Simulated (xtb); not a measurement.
Cl$_{3}$NbO, charge +1, doublet, at a GFN2-xTB geometry (such geometries of metal compounds can be far from the true shape) (the multiplicity is a formal guess), atoms displaced at random by about 0.1 Å a coordinate; xtb with GFN2-xTB.

xtb was given this input:
```
$ xtb mol.xyz --gfn 2 --chrg 1 --uhf 1 --opt --json

# file mol.xyz
5

Nb     0.26352293    -0.07983065    -0.27704957
O      1.56137905    -0.60312011    -1.02704261
Cl     0.56900835     0.79586260     1.83423359
Cl    -0.68385433     1.36950064    -1.50868118
Cl    -1.16721830    -1.60176943     0.43623603
```

What the program printed (banner, timings and long lists left out):

```
   ID    Z sym.   atoms
    1   41 Nb     1
    2    8 O      2
    3   17 Cl     3-5

           -------------------------------------------------
          |                Calculation Setup                |
           -------------------------------------------------

           -------------------------------------------------
          |                 G F N 2 - x T B                 |
           -------------------------------------------------

          ...................................................
          :                      SETUP                      :
          :.................................................:
          :  # basis functions                  44          :
          :  # atomic orbitals                  40          :
          :  # shells                           14          :
          :  # electrons                        31          :
          :  max. iterations                   250          :
          :  Hamiltonian                  GFN2-xTB          :
          :  restarted?                      false          :
          :  GBSA solvation                  false          :
          :  PC potential                    false          :
          :  electronic temp.          300.0000000     K    :
          :  accuracy                    1.0000000          :
          :  -> integral cutoff          0.2500000E+02      :
          :  -> integral neglect         0.1000000E-07      :
          :  -> SCF convergence          0.1000000E-05 Eh   :
          :  -> wf. convergence          0.1000000E-03 e    :
          :  Broyden damping             0.4000000          :
          :  net charge                          1          :
          :  unpaired electrons                  1          :
          ...................................................

 iter      E             dE          RMSdq      gap      omega  full diag
   1      7.4707540  0.747075E+01  0.449E+01    0.91       0.0  T
   2     -8.5269292 -0.159977E+02  0.346E+01    5.44       1.0  T
   3    -12.4701498 -0.394322E+01  0.239E+01    9.12       1.0  T
   4    -18.0730438 -0.560289E+01  0.140E+01    4.83       1.0  T
   5    -17.6806064  0.392437E+00  0.146E+01    5.38       1.0  T
   6    -17.8160431 -0.135437E+00  0.142E+01    5.22       1.0  T
   7    -19.1545208 -0.133848E+01  0.749E+00    2.82       1.0  T
   8    -18.7847173  0.369803E+00  0.771E+00    4.09       1.0  T
   9    -18.7816020  0.311535E-02  0.773E+00    4.10       1.0  T
  10    -19.1861809 -0.404579E+00  0.584E+00    3.06       1.0  T
  11    -15.2891244  0.389706E+01  0.241E+01    1.44       1.0  T
  12    -10.9588028  0.433032E+01  0.318E+01    1.14       1.0  T
  13    -17.5277236 -0.656892E+01  0.176E+01    1.78       1.0  T
  14    -18.5557297 -0.102801E+01  0.124E+01    2.12       1.0  T
  15    -19.1472457 -0.591516E+00  0.611E+00    3.43       1.0  T
  16    -19.1560032 -0.875752E-02  0.604E+00    3.39       1.0  T
  17    -19.1615458 -0.554260E-02  0.596E+00    3.38       1.0  T
  18    -19.1970134 -0.354676E-01  0.533E+00    3.26       1.0  T
  19    -19.1906795  0.633383E-02  0.532E+00    3.28       1.0  T
  20    -19.1054216  0.852579E-01  0.539E+00    3.62       1.0  T
  21    -19.1711073 -0.656857E-01  0.401E+00    3.38       1.0  T
  22    -19.1124413  0.586660E-01  0.485E+00    2.66       1.0  T
  23    -19.2204867 -0.108045E+00  0.235E+00    2.97       1.0  T
  24    -19.2315519 -0.110652E-01  0.160E+00    3.07       1.0  T
  25    -19.2286708  0.288112E-02  0.145E+00    3.05       1.0  T
  26    -19.2247012  0.396962E-02  0.163E+00    3.30       1.0  T
  27    -19.2326083 -0.790715E-02  0.110E+00    3.17       1.0  T
  28    -19.2334543 -0.845941E-03  0.996E-01    3.21       1.0  T
  29    -19.2336743 -0.220048E-03  0.931E-01    3.16       1.0  T
  30    -19.2342391 -0.564769E-03  0.873E-01    3.17       1.0  T
  31    -19.2347281 -0.489032E-03  0.780E-01    3.16       1.0  T
  32    -19.2364953 -0.176722E-02  0.378E-01    3.19       1.0  T
  33    -19.2364218  0.735279E-04  0.322E-01    3.21       1.0  T
  34    -19.2365553 -0.133482E-03  0.298E-01    3.20       1.0  T
  35    -19.2367260 -0.170751E-03  0.221E-01    3.18       1.0  T
  36    -19.2368400 -0.114015E-03  0.126E-01    3.18       1.0  T
  37    -19.2368681 -0.280141E-04  0.866E-02    3.19       1.0  T
  38    -19.2368879 -0.198288E-04  0.583E-02    3.19       1.0  T
  39    -19.2368754  0.124619E-04  0.720E-02    3.20       1.0  T
  40    -19.2368914 -0.159504E-04  0.344E-02    3.19       1.3  T
  41    -19.2368937 -0.232493E-05  0.222E-02    3.19       2.0  T
  42    -19.2368928  0.887030E-06  0.185E-02    3.19       2.4  T
  43    -19.2368889  0.390418E-05  0.287E-02    3.19       1.6  T
  44    -19.2368939 -0.497561E-05  0.652E-03    3.19       6.9  T
  45    -19.2368941 -0.176189E-06  0.263E-03    3.19      17.0  T
  46    -19.2368941 -0.133888E-07  0.272E-03    3.19      16.4  T
  47    -19.2368941 -0.852467E-08  0.152E-03    3.19      29.4  T
  48    -19.2368941 -0.739245E-09  0.758E-04    3.19      59.0  T
  49    -19.2368941 -0.184409E-08  0.304E-04    3.19     146.9  T

   *** convergence criteria satisfied after 49 iterations ***

         :::::::::::::::::::::::::::::::::::::::::::::::::::::
         ::                     SUMMARY                     ::
         :::::::::::::::::::::::::::::::::::::::::::::::::::::
         :: total energy             -19.169100003725 Eh    ::
         :: gradient norm              0.130416786194 Eh/a0 ::
         :: HOMO-LUMO gap              3.190271757024 eV    ::
         ::.................................................::
         :: SCC energy               -19.236891239384 Eh    ::
         :: -> isotropic ES            0.124974521850 Eh    ::
         :: -> anisotropic ES         -0.005564207111 Eh    ::
         :: -> anisotropic XC         -0.011165225903 Eh    ::
         :: -> dispersion             -0.005603355998 Eh    ::
[...]
 * total energy  :   -19.1691000 Eh     change        0.2990355E-09 Eh
 * total energy  :   -19.1800044 Eh     change       -0.1090444E-01 Eh
 * total energy  :   -19.1818729 Eh     change       -0.1868477E-02 Eh
 * total energy  :   -19.1821573 Eh     change       -0.2844076E-03 Eh
 * total energy  :   -19.1822268 Eh     change       -0.6948830E-04 Eh
 * total energy  :   -19.1822348 Eh     change       -0.8001810E-05 Eh
 * total energy  :   -19.1822366 Eh     change       -0.1796802E-05 Eh
   *** GEOMETRY OPTIMIZATION CONVERGED AFTER 7 ITERATIONS ***
[...]
   2    -19.2238688  0.998817E-08  0.196E-03    3.67      22.8  T
   3    -19.2238688 -0.101535E-07  0.218E-04    3.67     205.5  T
   4    -19.2238688 -0.255227E-10  0.123E-04    3.67     363.8  T

   *** convergence criteria satisfied after 4 iterations ***

         :::::::::::::::::::::::::::::::::::::::::::::::::::::
         ::                     SUMMARY                     ::
         :::::::::::::::::::::::::::::::::::::::::::::::::::::
         :: total energy             -19.182236611633 Eh    ::
         :: gradient norm              0.000411298253 Eh/a0 ::
         :: HOMO-LUMO gap              3.665460199629 eV    ::
         ::.................................................::
         :: SCC energy               -19.223865679955 Eh    ::
         :: -> isotropic ES            0.124600032073 Eh    ::
         :: -> anisotropic ES         -0.006416791491 Eh    ::
         :: -> anisotropic XC         -0.011222445507 Eh    ::
         :: -> dispersion             -0.005574699872 Eh    ::
         :: repulsion energy           0.041629068322 Eh    ::
         :: add. restraining           0.000000000000 Eh    ::
         :: total charge               1.000000000000 e     ::
         :::::::::::::::::::::::::::::::::::::::::::::::::::::

           -------------------------------------------------
          |                Property Printout                |
           -------------------------------------------------

    * Orbital Energies and Occupations

         #    Occupation            Energy/Eh            Energy/eV
      -------------------------------------------------------------
         1        2.0000           -1.3142933             -35.7637
       ...           ...                  ...                  ...
         4        2.0000           -0.9167681             -24.9465
         5        2.0000           -0.7487857             -20.3755
         6        2.0000           -0.7074407             -19.2504
         7        2.0000           -0.7073923             -19.2491
         8        2.0000           -0.7013642             -19.0851
         9        2.0000           -0.6956219             -18.9288
        10        2.0000           -0.6956183             -18.9287
        11        2.0000           -0.6779145             -18.4470
        12        2.0000           -0.6778765             -18.4460
        13        1.9969           -0.6713127             -18.2673
        14        1.8885           -0.6677953             -18.1716
        15        1.5575           -0.6660433             -18.1240
        16        1.5572           -0.6660421             -18.1239 (HOMO)
        17                         -0.5313389             -14.4585 (LUMO)
        18                         -0.5310552             -14.4507
        19                         -0.4569566             -12.4344
        20                         -0.4566212             -12.4253
        21                         -0.4533918             -12.3374
        22                         -0.2308334              -6.2813
        23                         -0.2204246              -5.9981
        24                         -0.2204202              -5.9979
        25                         -0.2203928              -5.9972
        26                         -0.2200221              -5.9871
        27                         -0.2200192              -5.9870
       ...                                ...                  ...
        40                          0.5823576              15.8468
      -------------------------------------------------------------
                  HL-Gap            0.1347032 Eh            3.6655 eV
             Fermi-level           -0.6322572 Eh          -17.2046 eV

     #   Z          covCN         q      C6AA      α(0)
     1  41 Nb       3.038     0.311   361.658    40.191
     2   8 O        0.734    -0.125    16.926     5.513
     3  17 Cl       0.768     0.271    91.267    14.614
     4  17 Cl       0.768     0.271    91.276    14.614
     5  17 Cl       0.768     0.271    91.272    14.614

 Mol. C6AA /au·bohr⁶  :       2637.840448
 Mol. C8AA /au·bohr⁸  :     173965.229640
 Mol. α(0) /au        :         89.546836

Wiberg/Mayer (AO) data.
largest (>0.10) Wiberg bond orders for each atom

 ---------------------------------------------------------------------------
     #   Z sym  total        # sym  WBO       # sym  WBO       # sym  WBO
 ---------------------------------------------------------------------------
     1  41 Nb   6.577 --     2 O    2.189     5 Cl   1.463     4 Cl   1.463
                             3 Cl   1.462
     2   8 O    2.431 --     1 Nb   2.189
     3  17 Cl   1.745 --     1 Nb   1.462     5 Cl   0.101     4 Cl   0.101
     4  17 Cl   1.745 --     1 Nb   1.463     3 Cl   0.101     5 Cl   0.101
     5  17 Cl   1.746 --     1 Nb   1.463     3 Cl   0.101     4 Cl   0.101
 ---------------------------------------------------------------------------

Topologies differ in total number of bonds
Writing topology from bond orders to xtbtopo.mol

molecular dipole:
                 x           y           z       tot (Debye)
 q only:       -0.919       0.427       0.404
   full:       -1.723       0.763       0.834       5.237
molecular quadrupole (traceless):
                xx          xy          yy          xz          yz          zz
 q only:       -3.591       2.907       2.300       3.946      -1.635       1.291
  q+dip:       -6.081       4.920       3.923       6.720      -2.786       2.158
   full:       -6.305       5.104       4.056       6.956      -2.881       2.249

optimized geometry written to: xtbopt.xyz

           -------------------------------------------------
          | TOTAL ENERGY              -19.182236611633 Eh   |
          | GRADIENT NORM               0.000411298253 Eh/α |
          | HOMO-LUMO GAP               3.665460199629 eV   |
           -------------------------------------------------

normal termination of xtb
```
